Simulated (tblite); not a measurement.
Species: C₃H₁₅N₂PSi₂.
SMILES with atom numbers: `[CH3:1][N:2]([CH3:3])[C@@H:4]([SiH3:5])[Si@@H:6]([NH2:7])[PH2:8]` (hydrogens: H9, H10, H11 on C1; H12, H13, H14 on C3; H15 on C4; H16, H17, H18 on Si5; H19 on Si6; H20, H21 on N7; H22, H23 on P8)

Computed geometry: GFN2-xTB, gas phase.

Q: What internal coordinates does the optimisation give?

A: 
```tsv
bond	length (Å)	order
C1–N2, N2–C3	1.444	single
N2–C4	1.463	single
C4–Si5	1.920	single
C4–Si6	1.920	single
Si6–N7	1.724	single
Si6–P8	2.249	single
C1–H9, C3–H13	1.101	single
C1–H10 and 3 like bonds	1.090	single
C4–H15	1.098	single
Si5–H16, Si5–H17, Si5–H18	1.464	single
Si6–H19	1.476	single
N7–H20, N7–H21	1.007	single
P8–H22, P8–H23	1.380	single
```

Bonds in one row agree within 0.01 Å and their mean is given. Orders are formal, as drawn. A selection of angles:
```tsv
angle	degrees
N2–C1–H9	113.1
N2–C1–H10	108.9
H9–C1–H10	108.4
H9–C1–H11	108.6
C1–N2–C3	111.2
C1–N2–C4	113.0
N2–C4–Si5	117.7
N2–C4–Si6	107.8
N2–C4–H15	105.5
Si5–C4–Si6	113.2
Si5–C4–H15	106.1
Si6–C4–H15	105.5
C4–Si5–H16	107.1
C4–Si5–H17	111.9
H16–Si5–H17	108.6
C4–Si6–N7	111.5
C4–Si6–P8	108.3
C4–Si6–H19	111.4
N7–Si6–P8	107.8
N7–Si6–H19	106.2
P8–Si6–H19	111.7
Si6–N7–H20	119.6
Si6–N7–H21	117.1
H20–N7–H21	110.4
Si6–P8–H22	95.0
Si6–P8–H23	94.3
H22–P8–H23	92.3
```

Dihedral angles: C1–N2–C4–Si5 73° (synclinal); N2–C4–Si6–N7 28° (synperiplanar).

Si5 (SiH3 silicon) is tetrahedral (angles from 107.1° to 111.9°). Of the pairs four or more bonds apart, Si6···H12 is among the closest relative to their van der Waals radii: 2.79 Å, 85 % of the sum of Bondi's values. N7 (silicon-bound nitrogen) is pyramidal (angles 119.6°, 117.1° and 110.4°, sum 347.0°, 0.25 Å off the plane of its three neighbours). Si6 (SiH silicon) is tetrahedral (angles from 106.2° to 111.7°). P8 (three-coordinate phosphorus) is pyramidal (angles 95.0°, 94.3° and 92.3°, sum 281.6°, 0.84 Å off the plane of its three neighbours). N2 (tertiary amine nitrogen) is pyramidal (angles 113.0°, 113.0° and 111.2°, sum 337.1°, 0.41 Å off the plane of its three neighbours). The C–N distances run from 1.443 Å (N2–C3, drawn single) to 1.463 Å (N2–C4, drawn single), a spread of 0.020 Å.

Point group: C1 (no symmetry element, even within 0.4 Å). Its GFN2-xTB frequencies are all real (lowest 38 cm⁻¹). The numbers are those of one conformer (C1–N2–C4–Si5 73°, N2–C4–Si6–N7 28°, C4–Si6–N7–H 116° and -22°, C4–Si6–P8–H 75° and 167°).

The run took 3.6 s on an Intel Xeon at 2.50 GHz with one thread, no GPU, shared host with 64 logical CPUs at a one-minute load of 64. These figures are those of the optimisation.
